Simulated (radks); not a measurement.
Ce IV, 55 electrons, occupied as [Kr] 4d10 4f1 5p6 5d2 (not the ground configuration).

Calculated with a radial shooting solver on a logarithmic mesh with Libxc functionals: Dirac Kohn-Sham, BP86, spin-unpolarised, spherical densities, finite nucleus; open shells fill j = l - 1/2 first; Fermi nuclear charge, rms radius 4.8771 fm.

Energy parts (hartree):
| part | energy |
|---|---|
| total | -8861.8175 |
| kinetic | 9506.2762 |
| electron-nucleus | -21521.9823 |
| Hartree | 3364.3338 |
| exchange-correlation | -210.4452 |

Orbitals (lengths in bohr, moments of r in powers of bohr; r(90%) holds 90 % of the orbital's charge):
orbital  occ.  eigenvalue (hartree)  r(90%)
1s1/2       2             -1479.895  0.0443
2s1/2       2             -237.8232   0.163
2p1/2       2             -224.6238   0.145
2p3/2       4             -208.2040   0.153
3s1/2       2             -52.11617   0.409
3p1/2       2             -46.52229   0.403
3p3/2       4             -43.29567   0.420
3d3/2       4             -33.50777   0.394
3d5/2       6             -32.81497   0.399
4s1/2       2             -11.45260   0.915
4p1/2       2              -9.37356   0.953
4p3/2       4              -8.67916   0.992
4d3/2       4              -5.26183    1.10
4d5/2       6              -5.13973    1.12
5p1/2       2              -1.92200    2.34
5p3/2       4              -1.80785    2.44
4f5/2       1              -1.29908    1.68
4f7/2       0              -1.28562    1.69
5d3/2       2              -0.98255    3.24
5d5/2       0              -0.96892    3.28

The highest occupied level is 5d3/2 at -26.736 eV. The configuration is held as typed, so some empty levels lie below it. The density falls to 0.001 e/bohr^3 at r = 3.79 bohr.

Run on one thread of a shared host, so times are rough (Intel(R) Xeon(R) Platinum 8259CL CPU @ 2.50GHz): 0.23 s of CPU time, 0.23 s wall, 15 iterations on 2213 mesh points.
